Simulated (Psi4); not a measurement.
F6S, charge +1, doublet (typed; the unrestricted solution is spin-contaminated), at a GFN2-xTB geometry (a state made from the parent by changing its charge; the spin is typed, not shown lowest), with bond 3-2 at 1.8 times its length; HF/3-21G (Psi4).

Here is a job for Psi4.
```
memory 2 GB

molecule {
1 2
  F     0.61461708   -0.46837911   -1.41638180
  S    -0.00000000    0.00000000   -0.00000000
  F     2.37068608   -0.98837536    1.35556565
  F    -0.70064358   -1.44304663    0.17316332
  F    -1.31704782    0.54909742   -0.75309203
  F     0.70064358    1.44304663   -0.17316332
  F    -0.61461708    0.46837911    1.41638180
}

set basis 3-21g
set reference uhf
set stability_analysis follow
set scf_type pk

energy('scf')
print_variables()
```

Output, abridged:

```
   => Loading Basis Set <=

    Name: 3-21G
    Role: ORBITAL
    Keyword: BASIS

         ---------------------------------------------------------
                                   SCF
               by Justin Turney, Rob Parrish, Andy Simmonett
                          and Daniel G. A. Smith
                              UHF Reference
         ---------------------------------------------------------

  ==> Geometry <==

    Molecular point group: c1
    Full point group: C1

    Geometry (in Angstrom), charge = 1, multiplicity = 2:

       Center              X                  Y                   Z               Mass
    ------------   -----------------  -----------------  -----------------  -----------------
         F            0.477476062260    -0.411202917706    -1.494799458645    18.998403162730
         S           -0.137141017740     0.057176192294    -0.078417658645    31.972071174400
         F            2.233545062260    -0.931199167706     1.277147991355    18.998403162730
         F           -0.837784597740    -1.385870437706     0.094745661355    18.998403162730
         F           -1.454188837740     0.606273612294    -0.831509688645    18.998403162730
         F            0.563502562260     1.500222822294    -0.251580978645    18.998403162730
         F           -0.751758097740     0.525555302294     1.337964141355    18.998403162730

  Running in c1 symmetry.

  Rotational constants: A =      0.08521  B =      0.05536  C =      0.05536 [cm^-1]
  Rotational constants: A =   2554.58763  B =   1659.71283  C =   1659.71282 [MHz]
  Nuclear repulsion =  500.320836002700560

  Charge       = 1
  Multiplicity = 2
  Electrons    = 69
  Nalpha       = 35
  Nbeta        = 34

  ==> Algorithm <==

  SCF Algorithm Type is PK.
  DIIS enabled.
  MOM disabled.
  Fractional occupation disabled.
  Guess Type is SAD.
  Energy threshold   = 1.00e-06
  Density threshold  = 1.00e-06
  Integral threshold = 1.00e-12

  ==> Primary Basis <==

  Basis Set: 3-21G
    Blend: 3-21G
    Number of shells: 37
    Number of basis functions: 67
    Number of Cartesian functions: 67
    Spherical Harmonics?: false
    Max angular momentum: 1

  ==> Integral Setup <==

  Using in-core PK algorithm.
   Calculation information:
      Number of atoms:                   7
      Number of AO shells:              37
      Number of primitives:             69
      Number of atomic orbitals:        67
      Number of basis functions:        67

      Integral cutoff                 1.00e-12
      Number of threads:                 1

  Performing in-core PK
  Using 5191562 doubles for integral storage.
  We computed 149169 shell quartets total.
  Whereas there are 247456 unique shell quartets.

  ==> DiskJK: Disk-Based J/K Matrices <==

    J tasked:                  Yes
    K tasked:                  Yes
    wK tasked:                  No
    Schwarz Cutoff:          1E-12

  Minimum eigenvalue in the overlap matrix is 3.8205753567E-02.
  Reciprocal condition number of the overlap matrix is 1.2963232019E-02.
    Using symmetric orthogonalization.

  ==> Pre-Iterations <==

  SCF Guess: Superposition of Atomic Densities via on-the-fly atomic UHF (no occupation information).

   -------------------------
    Irrep   Nso     Nmo
   -------------------------
     A         67      67
   -------------------------
    Total      67      67
   -------------------------

  ==> Iterations <==

                        Total Energy        Delta E     RMS |[F,P]|

   @UHF iter SAD:  -987.69249373207310   -9.87692e+02   0.00000e+00
   @UHF iter   1:  -987.77762129929636   -8.51276e-02   1.15599e-02 ADIIS/DIIS
   @UHF iter   2:  -988.08857444062528   -3.10953e-01   7.96771e-03 ADIIS/DIIS
   @UHF iter   3:  -988.18392546850305   -9.53510e-02   1.01002e-03 ADIIS/DIIS
   @UHF iter   4:  -988.18738073951056   -3.45527e-03   3.26537e-04 ADIIS/DIIS
   @UHF iter   5:  -988.18794735392134   -5.66614e-04   7.86574e-05 DIIS
   @UHF iter   6:  -988.18798706165830   -3.97077e-05   3.94291e-05 DIIS
   @UHF iter   7:  -988.18799649509333   -9.43344e-06   1.51128e-05 DIIS
   @UHF iter   8:  -988.18799931077569   -2.81568e-06   5.20051e-06 DIIS
   @UHF iter   9:  -988.18799958578143   -2.75006e-07   1.90512e-06 DIIS
   @UHF iter  10:  -988.18799959979538   -1.40139e-08   7.01306e-07 DIIS
  Energy and wave function converged.

    Negative totally symmetric eigenvalue detected: -0.055680
    Wavefunction unstable!
    Lowest UHF->UHF stability eigenvalues:
       A -0.055680

    Rotating orbitals by 0.5 * pi / 2 radians along unstable eigenvector.
    Running SCF again with the rotated orbitals.
   @UHF iter  11:  -987.84380973161137   -9.87844e+02   6.69315e-03 ADIIS/DIIS
   @UHF iter  12:  -988.13321510538094   -2.89405e-01   2.91531e-03 ADIIS/DIIS
   @UHF iter  13:  -988.17157557956034   -3.83605e-02   1.44311e-03 ADIIS/DIIS
   @UHF iter  14:  -988.18601936488767   -1.44438e-02   7.30825e-04 ADIIS/DIIS
   @UHF iter  15:  -988.19228322780464   -6.26386e-03   3.90472e-04 ADIIS/DIIS
   @UHF iter  16:  -988.19472695051684   -2.44372e-03   1.32006e-04 ADIIS/DIIS
   @UHF iter  17:  -988.19496550067242   -2.38550e-04   4.83780e-05 DIIS
   @UHF iter  18:  -988.19500052085914   -3.50202e-05   1.48033e-05 DIIS
   @UHF iter  19:  -988.19500593485338   -5.41399e-06   3.93125e-06 DIIS
   @UHF iter  20:  -988.19500631934307   -3.84490e-07   1.49398e-06 DIIS
   @UHF iter  21:  -988.19500634830695   -2.89639e-08   8.93320e-07 DIIS
    Wavefunction stable under totally symmetric rotations.
    Lowest totally symmetric eigenvalue: 0.000003
    Lowest UHF->UHF stability eigenvalues:
       A 0.000003

    Stability analysis over.

  ==> Post-Iterations <==

   @Spin Contamination Metric:   4.555427432E-01
   @S^2 Expected:                7.500000000E-01
   @S^2 Observed:                1.205542743E+00
   @S   Expected:                5.000000000E-01
   @S   Observed:                5.000000000E-01

    Orbital Energies [Eh]
    ---------------------

    Alpha Occupied:

       1A    -92.068990     2A    -26.570141     3A    -26.569299
       4A    -26.553789     5A    -26.552883     6A    -26.523651
       7A    -26.482092     8A     -9.632900     9A     -7.313150
      10A     -7.306582    11A     -7.302051    12A     -2.079241
      13A     -2.000082    14A     -1.945953    15A     -1.930984
      16A     -1.904106    17A     -1.853007    18A     -1.371308
      19A     -1.183441    20A     -1.123764    21A     -1.123471
      22A     -1.062066    23A     -1.038907    24A     -1.022083
      25A     -1.017081    26A     -0.996157    27A     -0.987965
      28A     -0.960559    29A     -0.952843    30A     -0.950157
      31A     -0.948283    32A     -0.940492    33A     -0.928974
      34A     -0.921724    35A     -0.911260

    Alpha Virtual:

      36A     -0.365652    37A     -0.121477    38A     -0.051528
      39A      0.016985    40A      0.284031    41A      0.374946
      42A      0.377756    43A      0.401563    44A      1.621857
      45A      1.702229    46A      1.710699    47A      1.852317
      48A      1.884698    49A      1.905758    50A      1.923150
      51A      1.955524    52A      1.959867    53A      1.960799
      54A      2.026573    55A      2.038761    56A      2.054470
      57A      2.083933    58A      2.085161    59A      2.211427
      60A      2.212083    61A      2.235580    62A      2.985697
      63A      2.993520    64A      3.146695    65A      3.836702
      66A      3.857244    67A      4.384097

    Beta Occupied:

       1A    -92.068936     2A    -26.570574     3A    -26.569730
       4A    -26.553430     5A    -26.552526     6A    -26.523697
       7A    -26.437602     8A     -9.632826     9A     -7.313084
      10A     -7.306470    11A     -7.301997    12A     -2.079335
      13A     -2.000342    14A     -1.945950    15A     -1.931180
      16A     -1.904187    17A     -1.664575    18A     -1.371223
      19A     -1.183618    20A     -1.123728    21A     -1.123523
      22A     -1.062150    23A     -1.039159    24A     -1.017274
      25A     -0.996273    26A     -0.987853    27A     -0.960546
      28A     -0.952957    29A     -0.950202    30A     -0.948248
      31A     -0.940944    32A     -0.918909    33A     -0.867609
      34A     -0.865469

    Beta Virtual:

      35A     -0.365379    36A     -0.121401    37A     -0.096388
      38A     -0.051011    39A      0.017468    40A      0.286021
      41A      0.375957    42A      0.378556    43A      0.402130
      44A      1.621836    45A      1.702334    46A      1.710821
      47A      1.885657    48A      1.915601    49A      1.940589
      50A      1.949217    51A      1.965312    52A      1.973987
      53A      2.030204    54A      2.038488    55A      2.058675
      56A      2.076064    57A      2.083920    58A      2.099368
      59A      2.213045    60A      2.218042    61A      2.236690
      62A      2.988425    63A      3.036192    64A      3.172222
      65A      3.836681    66A      3.857399    67A      4.384058

    Final Occupation by Irrep:
              A
    DOCC [    34 ]
    SOCC [     1 ]
    NA   [    35 ]
    NB   [    34 ]

  @UHF Final Energy:  -988.19500634830695

   => Energetics <=

    Nuclear Repulsion Energy =            500.3208360027005597
    One-Electron Energy =               -2352.3359115063140052
    Two-Electron Energy =                 863.8200691553064416
    Total Energy =                       -988.1950063483069471

  UHF NO Occupations:
  HONO-2 :   33  A 1.9801574
  HONO-1 :   34  A 1.7902418
  HONO-0 :   35  A 1.0000000
  LUNO+0 :   36  A 0.2097582
  LUNO+1 :   37  A 0.0198426
  LUNO+2 :   38  A 0.0196256
  LUNO+3 :   39  A 0.0003136

Computation Completed

Properties will be evaluated at   0.000000,   0.000000,   0.000000 [a0]

Properties computed using the SCF density matrix

 Multipole Moments:

 ------------------------------------------------------------------------------------
     Multipole            Electronic (a.u.)      Nuclear  (a.u.)        Total (a.u.)
 ------------------------------------------------------------------------------------

 L = 1.  Multiply by 2.5417464519 to convert [e a0] to [Debye]
 Dipole X            :          0.6148782           -0.2213378            0.3935405
 Dipole Y            :         -0.2563522            0.0922791           -0.1640731
 Dipole Z            :          0.3515893           -0.1265616            0.2250277
 Magnitude           :                                                    0.4821115

 ------------------------------------------------------------------------------------

  Variable Map:
  ----------------------------------------------------------------------------
  "CURRENT ENERGY"           =>    -988.195006348307
  "CURRENT REFERENCE ENERGY" =>    -988.195006348307
  "DD SOLVATION ENERGY"      =>       0.000000000000
  "HF KINETIC ENERGY"        =>     985.802522043139
  "HF POTENTIAL ENERGY"      =>   -1973.997528391446
  "HF TOTAL ENERGY"          =>    -988.195006348307
  "HF VIRIAL RATIO"          =>       2.002426940743
  "NUCLEAR REPULSION ENERGY" =>     500.320836002701
  "ONE-ELECTRON ENERGY"      =>   -2352.335911506314
  "PCM POLARIZATION ENERGY"  =>       0.000000000000
  "PE ENERGY"                =>       0.000000000000
  "SCF ITERATION ENERGY"     =>    -988.195006348307
  "SCF ITERATIONS"           =>      21.000000000000
  "SCF TOTAL ENERGY"         =>    -988.195006348307
  "TWO-ELECTRON ENERGY"      =>     863.820069155306

  Array Variable Map:
  ----------------------------------------------------------------------------
  "CURRENT DIPOLE"           =>       0.393540479570 ... 0.225027668607 1 by 3
  "SCF DIPOLE"               =>       0.393540479570 ... 0.225027668607 1 by 3
  "SCF STABILITY EIGENVALUES" =>       0.000002574819 ... 0.000002574819 1 by 1
  "SCF TOTAL ENERGIES"       =>    -987.692493732073 ... -988.195006348307 1 by 22
```
